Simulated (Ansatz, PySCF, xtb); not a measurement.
Stretching the N3–H4 bond in H3NSe (SMILES N[SeH]) (multiplicity 1 held, fragments rigid). Energies count from the point at 1.012 Å.
Geometry at that point (charge 0, multiplicity 1):
```
atom    x (Å)    y (Å)    z (Å)
----  -------  -------  -------
Se    -0.0430   0.3156   0.2326
H     -1.2669   0.7729  -0.4779
N      0.3666  -1.2273  -0.7248
H      0.5479  -1.0107  -1.6964
H     -0.3858  -1.9010  -0.6611
```

R- and RO- levels are restricted; in cc, def2 and unpolarised 6-31G sets they are followed outwards from rest. Curves can end on different states.

Rows in 3-21G carry no dispersion term and start afresh at each structure; the Pople sets are all-electron and without relativity.

Codes used: Ansatz (Gaussian basis) for Hartree–Fock, density functionals and correlated methods; PySCF for 3-21G rows; xtb for the GFN methods. Values without a source in brackets are computed. The GFN methods have no spin term and hold the electronic entropy of 300 K.

One of these levels gives 865.8 kJ/mol for the energy at R = 3.238 Å. Which one is it?
A. R-r2SCAN/cc-pVTZ
B. GFN2-xTB
C. R-HF/3-21G

C, R-HF/3-21G. The others give 456.3 (GFN2-xTB), 570.0 (R-r2SCAN/cc-pVTZ)

Doubts at one or more of the structures used: a restricted determinant that unrestricted orbitals would lower (R-HF/3-21G, R-r2SCAN/cc-pVTZ).

Ansatz is an electronic-structure program.
